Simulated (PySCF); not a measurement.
**Electron correlation in Cl²⁺ (chlorine, charge +2)**

[Ne] 3s2 3p2 4s1, high-spin 4P determinant (an excited configuration). Calculation: PySCF 2.14, in dyall-acv3z (19s12p6d4f, 113 functions); no relativity, point nucleus. Frozen: [Ne]; 5 electrons correlated; the 23 highest virtual orbitals of each spin left out.

| level | correlation energy (mhartree) |
| --- | --- |
| CCSD | -116.83 |
| (T) | -4.53 |
| CCSD(T) | -121.36 |

Diagnostics: T1 = 0.043, D1 = 0.1359, largest double amplitude 0.099.

**Question.** Is a single reference adequate?

**Answer.** Not fully. The outer electron is Rydberg-like, and this basis confines it to a smaller radius and binds it less than a complete one would. T1 exceeds 0.03, a sign that the reference determinant is poor.
